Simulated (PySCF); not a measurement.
# Spin states and ions at one geometry of [Pb(OH)]+

PySCF 2.14.0, RKS r2SCAN, Pb def2-SVP with ECP60, O def2-SVP, H def2-SVP; non-relativistic Hamiltonian with scalar-relativistic core potentials where named; density fitting; no spin-orbit coupling; singlets restricted, open shells unrestricted. The geometry is relaxed for charge +1, singlet, vacuum:

```xyz
3

Pb   -0.0291    0.0000   -0.0841
O     0.0917    0.0000    1.9071
H     0.2827    0.0000    2.8570
```

Energies count from the relaxed state; an electron taken off or put on is at rest in vacuum. Charges and spins are Mulliken's.

```csv
state,energy (eV),spin squared,charge on Pb1 (e),spin on Pb1 (e),dipole about the centre of mass (D)
"charge +1, singlet, vacuum",0.00,0.00,1.24,0.00,0.36
"charge +1, triplet, vacuum",4.26,2.01,0.79,1.01,4.39
"charge +2, doublet, vacuum",16.77,0.75,1.72,0.00,4.42
```

**Question.** What does the state charge 0, doublet, vacuum give?

**Answer.** energy (eV) -6.05, spin squared 0.75, charge on Pb1 (e) 0.37, spin on Pb1 (e) 0.95, dipole about the centre of mass (D) 0.45.

With an electron taken off (doublet) the charges change, summed by element, by Pb +0.49 e, O +0.43 e, H +0.08 e. The vertical ionisation energy is 16.77 eV, against −ε(HOMO) = 13.17 eV of the relaxed state. The level lies 3.6 eV too high, as is usual for semilocal functionals and global hybrids, which keep a self-interaction error.

With an electron put on (doublet) the charges change, summed by element, by Pb -0.86 e, O -0.07 e, H -0.07 e. The vertical electron affinity is 6.05 eV, against −ε(LUMO) = 8.74 eV of the relaxed state.

Open shells may have lower solutions than those found.

No frequency check is given that shows the relaxed geometry to be a minimum.
